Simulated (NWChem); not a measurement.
System: C3H3Cl; SMILES C=C=CCl

The following NWChem deck was run.

```
start job
memory heap 200 mb stack 900 mb global 1100 mb
geometry units angstroms noautoz
  C      0.367344     2.310989     0.000000
  C     -0.162755     1.116334     0.000000
  C     -0.711296    -0.070776     0.000000
  Cl     0.205293    -1.544373     0.000000
  H      0.598269     2.831072    -0.936595
  H      0.598269     2.831072     0.936595
  H     -1.794637    -0.220294     0.000000
end
basis spherical
  * library def2-svp
end
dft
  xc xcamb88 1.00 lyp 0.81 vwn_5 0.19 hfexch 1.00
  cam 0.33 cam_alpha 0.19 cam_beta 0.46
  iterations 150
  vectors input atomic output neutral.movecs
end
task dft energy
charge 1
dft
  odft
  mult 2
  vectors input atomic output cation.movecs
end
task dft energy
```

Parts of the log:

```
             Northwest Computational Chemistry Package (NWChem) 7.3.0
             --------------------------------------------------------

 CS  symmetry detected

                             Geometry "geometry" -> ""
                             -------------------------

 Output coordinates in angstroms (scale by  1.889725989 to convert to a.u.)

  No.       Tag          Charge          X              Y              Z
 ---- ---------------- ---------- -------------- -------------- --------------
    1 C                    6.0000     0.35151619     2.33176515     0.00000000
    2 C                    6.0000    -0.16844786     1.13266427     0.00000000
    3 C                    6.0000    -0.70691713    -0.05904803     0.00000000
    4 Cl                  17.0000     0.22211694    -1.52483083     0.00000000
    5 H                    1.0000     0.57802901     2.85378490    -0.93659500
    6 H                    1.0000     0.57802901     2.85378490     0.93659500
    7 H                    1.0000    -1.78895322    -0.21773405     0.00000000

 Effective nuclear repulsion energy (a.u.)     126.0180037362

      Symmetry information
      --------------------

 Group name             Cs
 Group number              2
 Group order               2
 No. of unique centers     6

                                 NWChem DFT Module
                                 -----------------

 Summary of "ao basis" -> "ao basis" (spherical)
 ------------------------------------------------------------------------------
       Tag                 Description            Shells   Functions and Types
 ---------------- ------------------------------  ------  ---------------------
 C                          def2-svp                 6       14   3s2p1d
 Cl                         def2-svp                 8       18   4s3p1d
 H                          def2-svp                 3        5   2s1p

      Symmetry analysis of basis
      --------------------------

        a'         52
        a"         23

            General Information
            -------------------
          SCF calculation type: DFT
          Wavefunction type:  closed shell.
          No. of atoms     :     7
          No. of electrons :    38
           Alpha electrons :    19
            Beta electrons :    19
          Charge           :     0
          Spin multiplicity:     1
          Use of symmetry is: on ; symmetry adaption is: on
          Maximum number of iterations: 150
          AO basis - number of functions:    75
                     number of shells:    35
          Convergence on energy requested:  1.00D-06
          Convergence on density requested:  1.00D-05
          Convergence on gradient requested:  5.00D-04

              XC Information
              --------------
                     Hartree-Fock (Exact) Exchange  1.000
                   CAM-Becke88 Exchange Functional  1.000
                      VWN V Correlation Functional  0.190 local
              Lee-Yang-Parr Correlation Functional  0.810

           Range-Separation Parameters
           ---------------------------
           Alpha           :  0.19
           Beta            :  0.46
           Gamma           :  0.33
           Short-Range HF  :     F

             Grid Information
             ----------------
          Grid used for XC integration:  medium
          Radial quadrature: Mura-Knowles
          Angular quadrature: Lebedev.
          Tag              B.-S. Rad. Rad. Pts. Rad. Cut. Ang. Pts.
          ---              ---------- --------- --------- ---------
          C                   0.70       49          10.0       434
          Cl                  1.00       88          11.0       590
          H                   0.35       45          11.0       434
          Grid pruning is: on
          Number of quadrature shells:   325
          Spatial weights used:  Erf1

      Superposition of Atomic Density Guess
      -------------------------------------

 Sum of atomic energies:        -573.69578781

      Non-variational initial energy
      ------------------------------

 Total energy =    -575.632608
 1-e energy   =   -1037.472882
 2-e energy   =     335.822271
 HOMO         =      -0.269636
 LUMO         =      -0.014194

      Symmetry analysis of molecular orbitals - initial
      -------------------------------------------------

  Numbering of irreducible representations:

     1 a'          2 a"

  Orbital symmetries:

     1 a'          2 a'          3 a'          4 a'          5 a'
     6 a'          7 a'          8 a"          9 a'         10 a'
    11 a'         12 a'         13 a'         14 a"         15 a'
    16 a"         17 a'         18 a'         19 a"         20 a'
    21 a"         22 a'         23 a'         24 a"         25 a'
    26 a'         27 a'         28 a'         29 a'

   convergence    iter        energy       DeltaE   RMS-Dens  Diis-err
 ---------------- ----- ----------------- --------- --------- ---------
 d= 0,ls=0.0,diis     1   -575.9128599046 -7.02D+02  1.16D-02  3.95D-01
 d= 0,ls=0.0,diis     2   -575.9362783248 -2.34D-02  6.03D-03  1.86D-01
 d= 0,ls=0.0,diis     3   -575.9551324756 -1.89D-02  1.66D-03  3.37D-02
 d= 0,ls=0.0,diis     4   -575.9593576100 -4.23D-03  3.46D-04  1.11D-03
 d= 0,ls=0.0,diis     5   -575.9595099245 -1.52D-04  1.10D-04  4.51D-05
  Resetting Diis
 d= 0,ls=0.0,diis     6   -575.9595160336 -6.11D-06  3.43D-05  6.80D-06
 d= 0,ls=0.0,diis     7   -575.9595168865 -8.53D-07  1.83D-05  7.67D-07
 d= 0,ls=0.0,diis     8   -575.9595168490  3.75D-08  9.40D-06  1.16D-06

         Total DFT energy =     -575.959516849012
      One electron energy =    -1040.231631460238
           Coulomb energy =      383.734359950463
    Exchange-Corr. energy =      -45.480249075468
 Nuclear repulsion energy =      126.018003736230

 Numeric. integr. density =       38.000001421367

                  Occupations of the irreducible representations
                  ----------------------------------------------

                     irrep           alpha         beta
                     --------     --------     --------
                     a'               15.0         15.0
                     a"                4.0          4.0

                       DFT Final Molecular Orbital Analysis
                       ------------------------------------

 Vector   17  Occ=2.000000D+00  E=-3.712427D-01  Symmetry=a'
              MO Center=  9.2D-02, -1.3D+00, -1.2D-15, r^2= 1.6D+00
   Bfn.  Coefficient  Atom+Function         Bfn.  Coefficient  Atom+Function
  ----- ------------  ---------------      ----- ------------  ---------------
    53      0.547341  4 Cl px                50      0.418317  4 Cl px
    54      0.310416  4 Cl py                47      0.240740  4 Cl px
    51      0.219632  4 Cl py                71      0.159604  7 H  s
    48      0.127448  4 Cl py                32     -0.120845  3 C  px
    16     -0.091669  2 C  s                 72      0.074108  7 H  s

 Vector   18  Occ=2.000000D+00  E=-3.496350D-01  Symmetry=a'
              MO Center=  6.7D-02,  1.5D+00,  5.2D-16, r^2= 2.4D+00
   Bfn.  Coefficient  Atom+Function         Bfn.  Coefficient  Atom+Function
  ----- ------------  ---------------      ----- ------------  ---------------
     4      0.384648  1 C  px                18      0.350576  2 C  px
     7      0.250052  1 C  px                21      0.201475  2 C  px
    54     -0.191960  4 Cl py                 5     -0.164965  1 C  py
    19     -0.158144  2 C  py                51     -0.154858  4 Cl py
    22     -0.132617  2 C  py                 8     -0.117500  1 C  py

 Vector   19  Occ=2.000000D+00  E=-3.120300D-01  Symmetry=a"
              MO Center= -1.2D-01, -1.6D-03, -3.6D-16, r^2= 3.1D+00
   Bfn.  Coefficient  Atom+Function         Bfn.  Coefficient  Atom+Function
  ----- ------------  ---------------      ----- ------------  ---------------
    55      0.444495  4 Cl pz                20     -0.348461  2 C  pz
    34     -0.338480  3 C  pz                52      0.306053  4 Cl pz
    23     -0.236976  2 C  pz                37     -0.210698  3 C  pz
    49      0.176293  4 Cl pz                61     -0.125811  5 H  s
    66      0.125811  6 H  s                  6      0.096378  1 C  pz

 Vector   20  Occ=0.000000D+00  E= 2.642733D-02  Symmetry=a'
              MO Center= -1.6D-02,  1.1D+00,  2.1D-15, r^2= 3.5D+00
   Bfn.  Coefficient  Atom+Function         Bfn.  Coefficient  Atom+Function
  ----- ------------  ---------------      ----- ------------  ---------------
     7      0.526261  1 C  px                54      0.390210  4 Cl py
    18     -0.359653  2 C  px                 4      0.352608  1 C  px
    21     -0.353431  2 C  px                22      0.292895  2 C  py
    72     -0.264071  7 H  s                 36      0.250757  3 C  py
    46      0.234318  4 Cl s                 53     -0.188486  4 Cl px

 Vector   21  Occ=0.000000D+00  E= 5.006345D-02  Symmetry=a"
              MO Center= -2.3D-01,  8.8D-01, -2.1D-15, r^2= 3.3D+00
   Bfn.  Coefficient  Atom+Function         Bfn.  Coefficient  Atom+Function
  ----- ------------  ---------------      ----- ------------  ---------------
    37     -0.591853  3 C  pz                23      0.552187  2 C  pz
    62      0.470390  5 H  s                 67     -0.470390  6 H  s
    20      0.432569  2 C  pz                34     -0.409787  3 C  pz
    55      0.222581  4 Cl pz                 9      0.220874  1 C  pz
    61      0.163024  5 H  s                 66     -0.163024  6 H  s

[...]
```

Level: CAM-B3LYP/def2-SVP, vertical spin-unrestricted ions. Geometry: optimised at PBE0/def2-SVP.
